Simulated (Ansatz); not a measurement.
Ansatz (a quantum-chemistry and plane-wave program) input file for Ge(Et)(OH)3 (C2H8GeO3), SMILES C[CH2][Ge]([OH])([OH])[OH], PBE-D3(BJ)/def2-SVP. 

Ansatz 0.2 input:
```yaml
crystal:
  periodic: [false, false, false]
  atoms:
    - {symbol: C, position_ang: [-2.51276756, 0.36830091, 0.39669416]}
    - {symbol: C, position_ang: [-1.28121167, -0.26230423, 1.05390090]}
    - {symbol: Ge, position_ang: [0.31576296, -0.04956064, -0.04251870]}
    - {symbol: O, position_ang: [0.76191201, 1.64717562, -0.33737234]}
    - {symbol: O, position_ang: [1.64516855, -0.92615951, 0.76068787]}
    - {symbol: O, position_ang: [0.12139794, -0.63338741, -1.71168296]}
    - {symbol: H, position_ang: [-2.36748043, 1.44772973, 0.23165275]}
    - {symbol: H, position_ang: [-2.71025133, -0.08394729, -0.58766207]}
    - {symbol: H, position_ang: [-3.41342473, 0.23959388, 1.01795931]}
    - {symbol: H, position_ang: [-1.07200361, 0.18336885, 2.04064639]}
    - {symbol: H, position_ang: [-1.41945859, -1.34253842, 1.22545890]}
    - {symbol: H, position_ang: [0.75650262, 2.17021683, 0.47471220]}
    - {symbol: H, position_ang: [2.49307559, -0.76830019, 0.32241609]}
    - {symbol: H, position_ang: [0.16467347, -1.59719266, -1.76121621]}
basis:
  gaussian:
    orbitals: def2-SVP
hamiltonian:
  xc: pbe
  dispersion: d3bj
relax: {f_tol: 0.002, max_steps: 200}
```

It prints:

```
WARN ansatz: RAYON_NUM_THREADS=2 ignored (pool sized by the plan → 2); use --threads N
Functional definition: PBE
integrals: 0.10 GiB planned
1560 factors; their error is unknown
mean field: 0.51 GiB planned
mean field evaluation 1: about -64812.7043 eV, gradient 1.1e2 eV
mean field evaluation 2: about -64760.3312 eV, gradient 1.9e2 eV
mean field evaluation 4: about -64834.0698 eV, gradient 1.4e1 eV
mean field evaluation 8: about -64834.5296 eV, gradient 3.3e-1 eV
mean field evaluation 16: about -64834.4571 eV, gradient 2.9e-3 eV
mean field -64834.45712323 eV, -2382.6223529051 hartree, gradient 4.1e-5 eV, S^2 0.000000; 0 other end points of the search recorded, 0 dependent functions left out
the calculation of the forces begins
reference -64834.45715967 eV, -2382.6223542444 hartree; 38, 38 occupied and 104, 104 virtual orbitals, 1560 factors
relax step   1: F+E_penalty+E_count = -64834.74149684 eV  Δ(F+E_penalty+E_count) = +0.000e0 eV  max|allowed force component| = 5.060e-1 eV/Å  Δτ_max = 0.0000 Å  (30 SCF iters, accepted)
these checks for a lower state are left out or cut short: starts, cluster_reference, orbital_swaps, neighbouring_geometries, increment
integrals: 0.10 GiB planned
1560 factors; their error is unknown
mean field: 0.52 GiB planned
mean field -64834.47460546 eV, -2382.6229953653 hartree, gradient 1.7e-5 eV, S^2 0.000000; 0 other end points of the search recorded, 0 dependent functions left out
the calculation of the forces begins
reference -64834.47464204 eV, -2382.6229967098 hartree; 38, 38 occupied and 104, 104 virtual orbitals, 1560 factors
relax step   2: F+E_penalty+E_count = -64834.75840102 eV  Δ(F+E_penalty+E_count) = -1.690e-2 eV  max|allowed force component| = 2.134e-1 eV/Å  Δτ_max = 0.0140 Å  (32 SCF iters, accepted)
these checks for a lower state are left out or cut short: starts, cluster_reference, orbital_swaps, neighbouring_geometries, increment
integrals: 0.10 GiB planned
1560 factors; their error is unknown
mean field: 0.52 GiB planned
mean field evaluation 32: about -64834.4798 eV, gradient 1.3e-3 eV
mean field -64834.47981917 eV, -2382.6231869655 hartree, gradient 1.7e-5 eV, S^2 0.000000; 0 other end points of the search recorded, 0 dependent functions left out
the calculation of the forces begins
reference -64834.47985586 eV, -2382.6231883138 hartree; 38, 38 occupied and 104, 104 virtual orbitals, 1560 factors
relax step   3: F+E_penalty+E_count = -64834.76312660 eV  Δ(F+E_penalty+E_count) = -4.726e-3 eV  max|allowed force component| = 3.132e-2 eV/Å  Δτ_max = 0.0101 Å  (32 SCF iters, accepted)
these checks for a lower state are left out or cut short: starts, cluster_reference, orbital_swaps, neighbouring_geometries, increment
integrals: 0.10 GiB planned
1560 factors; their error is unknown
mean field: 0.51 GiB planned
mean field -64834.48027297 eV, -2382.6232036424 hartree, gradient 1.6e-5 eV, S^2 0.000000; 0 other end points of the search recorded, 0 dependent functions left out
the calculation of the forces begins
reference -64834.48030965 eV, -2382.6232049904 hartree; 38, 38 occupied and 104, 104 virtual orbitals, 1560 factors
relax step   4: F+E_penalty+E_count = -64834.76372672 eV  Δ(F+E_penalty+E_count) = -6.001e-4 eV  max|allowed force component| = 2.195e-2 eV/Å  Δτ_max = 0.0105 Å  (33 SCF iters, accepted)
these checks for a lower state are left out or cut short: starts, cluster_reference, orbital_swaps, neighbouring_geometries, increment
integrals: 0.10 GiB planned
1560 factors; their error is unknown
mean field: 0.51 GiB planned
mean field -64834.48011172 eV, -2382.6231977167 hartree, gradient 1.8e-5 eV, S^2 0.000000; 0 other end points of the search recorded, 0 dependent functions left out
the calculation of the forces begins
reference -64834.48014838 eV, -2382.6231990637 hartree; 38, 38 occupied and 104, 104 virtual orbitals, 1560 factors
relax step   5: F+E_penalty+E_count = -64834.76344056 eV  Δ(F+E_penalty+E_count) = +2.862e-4 eV  max|allowed force component| = 4.940e-2 eV/Å  Δτ_max = 0.0197 Å  (33 SCF iters, rejected (line search))
these checks for a lower state are left out or cut short: starts, cluster_reference, orbital_swaps, neighbouring_geometries, increment
integrals: 0.10 GiB planned
1560 factors; their error is unknown
mean field: 0.51 GiB planned
mean field -64834.48030102 eV, -2382.6232046734 hartree, gradient 1.6e-5 eV, S^2 0.000000; 0 other end points of the search recorded, 0 dependent functions left out
the calculation of the forces begins
reference -64834.48033767 eV, -2382.6232060202 hartree; 38, 38 occupied and 104, 104 virtual orbitals, 1560 factors
relax step   6: F+E_penalty+E_count = -64834.76387305 eV  Δ(F+E_penalty+E_count) = -1.463e-4 eV  max|allowed force component| = 6.814e-3 eV/Å  Δτ_max = 0.0099 Å  (32 SCF iters, accepted)
these checks for a lower state are left out or cut short: starts, cluster_reference, orbital_swaps, neighbouring_geometries, increment
integrals: 0.10 GiB planned
1560 factors; their error is unknown
mean field: 0.51 GiB planned
mean field -64834.48031698 eV, -2382.6232052600 hartree, gradient 1.6e-5 eV, S^2 0.000000; 0 other end points of the search recorded, 0 dependent functions left out
the calculation of the forces begins
reference -64834.48035362 eV, -2382.6232066064 hartree; 38, 38 occupied and 104, 104 virtual orbitals, 1560 factors
relax step   7: F+E_penalty+E_count = -64834.76388163 eV  Δ(F+E_penalty+E_count) = -8.582e-6 eV  max|allowed force component| = 3.019e-3 eV/Å  Δτ_max = 0.0093 Å  (32 SCF iters, accepted)
these checks for a lower state are left out or cut short: starts, cluster_reference, orbital_swaps, neighbouring_geometries, increment
integrals: 0.10 GiB planned
1560 factors; their error is unknown
mean field: 0.51 GiB planned
mean field evaluation 64: about -64834.4802 eV, gradient 1.8e-1 eV
mean field -64834.48030183 eV, -2382.6232047032 hartree, gradient 2.0e-5 eV, S^2 0.000000; 0 other end points of the search recorded, 0 dependent functions left out
the calculation of the forces begins
reference -64834.48033846 eV, -2382.6232060492 hartree; 38, 38 occupied and 104, 104 virtual orbitals, 1560 factors
relax step   8: F+E_penalty+E_count = -64834.76388730 eV  Δ(F+E_penalty+E_count) = -5.672e-6 eV  max|allowed force component| = 1.895e-3 eV/Å  Δτ_max = 0.0032 Å  (22 SCF iters, accepted)
these checks for a lower state are left out or cut short: starts, cluster_reference, orbital_swaps, neighbouring_geometries, increment
integrals: 0.10 GiB planned
1560 factors; their error is unknown
mean field: 0.52 GiB planned
mean field -64834.48028741 eV, -2382.6232041732 hartree, gradient 1.2e-5 eV, S^2 0.000000; 0 other end points of the search recorded, 0 dependent functions left out
the calculation of the forces begins
reference -64834.48032403 eV, -2382.6232055189 hartree; 38, 38 occupied and 104, 104 virtual orbitals, 1560 factors
relax step   9: F+E_penalty+E_count = -64834.76389091 eV  Δ(F+E_penalty+E_count) = -3.611e-6 eV  max|allowed force component| = 2.143e-3 eV/Å  Δτ_max = 0.0047 Å  (25 SCF iters, accepted)
these checks for a lower state are left out or cut short: starts, cluster_reference, orbital_swaps, neighbouring_geometries, increment
integrals: 0.10 GiB planned
1560 factors; their error is unknown
mean field: 0.51 GiB planned
mean field -64834.48028356 eV, -2382.6232040318 hartree, gradient 1.6e-5 eV, S^2 0.000000; 0 other end points of the search recorded, 0 dependent functions left out
the calculation of the forces begins
reference -64834.48032017 eV, -2382.6232053770 hartree; 38, 38 occupied and 104, 104 virtual orbitals, 1560 factors
relax step  10: F+E_penalty+E_count = -64834.76389395 eV  Δ(F+E_penalty+E_count) = -3.032e-6 eV  max|allowed force component| = 3.741e-3 eV/Å  Δτ_max = 0.0071 Å  (32 SCF iters, accepted)
these checks for a lower state are left out or cut short: starts, cluster_reference, orbital_swaps, neighbouring_geometries, increment
integrals: 0.10 GiB planned
1560 factors; their error is unknown
mean field: 0.52 GiB planned
mean field -64834.48029447 eV, -2382.6232044327 hartree, gradient 1.3e-5 eV, S^2 0.000000; 0 other end points of the search recorded, 0 dependent functions left out
the calculation of the forces begins
reference -64834.48033107 eV, -2382.6232057777 hartree; 38, 38 occupied and 104, 104 virtual orbitals, 1560 factors
relax step  11: F+E_penalty+E_count = -64834.76389524 eV  Δ(F+E_penalty+E_count) = -1.294e-6 eV  max|allowed force component| = 4.250e-3 eV/Å  Δτ_max = 0.0044 Å  (24 SCF iters, accepted)
these checks for a lower state are left out or cut short: starts, cluster_reference, orbital_swaps, neighbouring_geometries, increment
integrals: 0.10 GiB planned
1560 factors; their error is unknown
mean field: 0.51 GiB planned
mean field -64834.48030139 eV, -2382.6232046869 hartree, gradient 1.1e-5 eV, S^2 0.000000; 0 other end points of the search recorded, 0 dependent functions left out
the calculation of the forces begins
reference -64834.48033799 eV, -2382.6232060319 hartree; 38, 38 occupied and 104, 104 virtual orbitals, 1560 factors
relax step  12: F+E_penalty+E_count = -64834.76389611 eV  Δ(F+E_penalty+E_count) = -8.677e-7 eV  max|allowed force component| = 2.660e-3 eV/Å  Δτ_max = 0.0018 Å  (24 SCF iters, accepted)
these checks for a lower state are left out or cut short: starts, cluster_reference, orbital_swaps, neighbouring_geometries, increment
integrals: 0.10 GiB planned
1560 factors; their error is unknown
mean field: 0.52 GiB planned
mean field evaluation 96: about -64834.4803 eV, gradient 2.3e-5 eV
mean field -64834.48030527 eV, -2382.6232048296 hartree, gradient 6.3e-6 eV, S^2 0.000000; 0 other end points of the search recorded, 0 dependent functions left out
the calculation of the forces begins
reference -64834.48034187 eV, -2382.6232061745 hartree; 38, 38 occupied and 104, 104 virtual orbitals, 1560 factors
relax step  13: F+E_penalty+E_count = -64834.76389663 eV  Δ(F+E_penalty+E_count) = -5.260e-7 eV  max|allowed force component| = 5.420e-4 eV/Å  Δτ_max = 0.0009 Å  (22 SCF iters, accepted)
integrals: 0.10 GiB planned
1560 factors; their error is unknown
mean field: 0.52 GiB planned
mean field -64834.48030527 eV, -2382.6232048296 hartree, gradient 6.2e-6 eV, S^2 0.000000; 1 other end points of the search recorded, 0 dependent functions left out
the calculation of the forces begins
reference -64834.48034187 eV, -2382.6232061745 hartree; 38, 38 occupied and 104, 104 virtual orbitals, 1560 factors
Total energy: -64834.76393323 eV, -2382.6336279649 hartree
Atom 0 at    -2.513360     0.362381     0.392417 Å, force    -0.000205    -0.000072    -0.000055 eV/Å
Atom 1 at    -1.283412    -0.262214     1.058468 Å, force     0.000150    -0.000215     0.000144 eV/Å
Atom 2 at     0.321250    -0.044935    -0.040426 Å, force     0.000542     0.000332     0.000154 eV/Å
Atom 3 at     0.765706     1.664826    -0.350570 Å, force    -0.000101    -0.000124     0.000198 eV/Å
Atom 4 at     1.654537    -0.930330     0.780479 Å, force    -0.000166     0.000133    -0.000140 eV/Å
Atom 5 at     0.130438    -0.620446    -1.728618 Å, force     0.000139    -0.000135     0.000291 eV/Å
Atom 6 at    -2.370604     1.449181     0.223913 Å, force     0.000087    -0.000022     0.000044 eV/Å
Atom 7 at    -2.703965    -0.093336    -0.600130 Å, force     0.000017     0.000106     0.000046 eV/Å
Atom 8 at    -3.425285     0.231609     1.010063 Å, force     0.000084     0.000048    -0.000047 eV/Å
Atom 9 at    -1.072361     0.189138     2.050866 Å, force     0.000028    -0.000118    -0.000150 eV/Å
Atom 10 at    -1.413174    -1.350700     1.234495 Å, force    -0.000299     0.000050     0.000046 eV/Å
Atom 11 at     0.773783     2.160483     0.488977 Å, force    -0.000048    -0.000223    -0.000364 eV/Å
Atom 12 at     2.492007    -0.767319     0.305593 Å, force    -0.000176     0.000103    -0.000071 eV/Å
Atom 13 at     0.126334    -1.595341    -1.741851 Å, force    -0.000052     0.000138    -0.000096 eV/Å
Dipole moment:    -0.115931    -0.144502     0.351734 e Å
```

The run converged.
